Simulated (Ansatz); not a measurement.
Cost and result for the atomization energy of C$_{2}$H$_{8}$AlFSi (`C[SiH]([AlH2])CF`) (13 atoms, 12 bonds).

| atom | x (Å) | y (Å) | z (Å) |
| --- | --- | --- | --- |
| C1 | 1.2872 | 0.3476 | -1.2307 |
| Si2 | 0.3366 | -0.1945 | 0.2973 |
| Al3 | -0.6491 | 1.6495 | 1.6031 |
| C4 | -1.0118 | -1.4371 | -0.2132 |
| F5 | -0.4598 | -2.5025 | -0.9240 |
| H6 | 1.6853 | -0.5266 | -1.7510 |
| H7 | 0.6449 | 0.8934 | -1.9258 |
| H8 | 2.1223 | 0.9978 | -0.9619 |
| H9 | 1.2713 | -0.9334 | 1.2042 |
| H10 | -2.0450 | 1.4818 | 2.3497 |
| H11 | 0.1143 | 3.0384 | 1.7443 |
| H12 | -1.5284 | -1.8458 | 0.6618 |
| H13 | -1.7677 | -0.9684 | -0.8538 |

Total charge 0; spin multiplicity 1. Geometry: relaxed with PBE0-D4/def2-TZVP. It is one conformer, not always the lowest. Program: Ansatz. All runs use 4 threads of an Arm Neoverse V2 on a shared host. Times are those of one run each, without the atoms' runs, and a repeat can differ threefold. Electronic energies, without spin–orbit coupling; frozen cores. CCSD(T)/CBS adds CCSD(T) − MP2 in def2-TZVPP to the MP2 limit, and its time is that of the two runs behind it. T1 = 0.012.

CCSD(T)/CBS is a level of theory with its own doubt, some kJ/mol a heavy atom from the limit and from the frozen cores, so smaller differences don't rank the functionals.

| level | functions | wall time | atomization (kJ/mol) | difference from CCSD(T)/CBS | per bond |
| --- | --- | --- | --- | --- | --- |
| BLYP-D4/def2-TZVPP | 289 | 2.2 s | 4285.3 | -35.8 | -3.0 |
| revPBE-D4/def2-TZVPP | 289 | 2.2 s | 4267.1 | -54.0 | -4.5 |
| PBE-D4/def2-TZVPP (with forces) | 289 | 2.6 s | 4352.2 | 31.1 | 2.6 |
| BHLYP-D4/def2-TZVPP | 289 | 3.2 s | 4226.4 | -94.7 | -7.9 |
| r2SCAN-D4/def2-TZVPP (with forces) | 289 | 4.9 s | 4327.6 | 6.5 | 0.5 |
| r2SCANh-D4/def2-TZVPP | 289 | 5.5 s | 4307.6 | -13.5 | -1.1 |
| CCSD(T)/def2-SVP | 118 | 5.5 s | 4086.2 | -234.9 | -19.6 |
| B2PLYP/def2-TZVPP | 289 | 6 s | 4261.1 | -60.0 | -5.0 |
| ωB97X-V/def2-TZVPP | 289 | 8.5 s | 4341.8 | 20.7 | 1.7 |
| B97M-V/def2-TZVPP | 289 | 9.5 s | 4351.3 | 30.2 | 2.5 |
| MP2/def2-QZVPP | 551 | 26 s | 4300.0 | -21.1 | -1.8 |
| CCSD(T)/def2-TZVPP | 289 | 3.4 min | 4216.7 | -104.4 | -8.7 |
| CCSD(T)/CBS(def2) | – | 3.8 min | 4321.1 | 0.0 | 0.0 |

In def2-TZVPP, CCSD(T) changes the Hartree–Fock value by +977.9 kJ/mol (the triples alone add +48.8 kJ/mol) and MP2 by +999.3 kJ/mol; breaking electron pairs costs correlation energy, which Hartree–Fock lacks. Leaving LDA and LC-ωPBE aside and taking each functional with its dispersion term where it has one, the values spread over 125.9 kJ/mol, from BHLYP-D4 to PBE-D4. LDA lies +533.6 kJ/mol from PBE without D4, its usual overbinding. From PBE to PBE0 (25 % exact exchange), in def2-TZVPP and without D4, the atomization energy moves by −42.5 kJ/mol: exact exchange takes away binding that semilocal exchange gives to molecules.
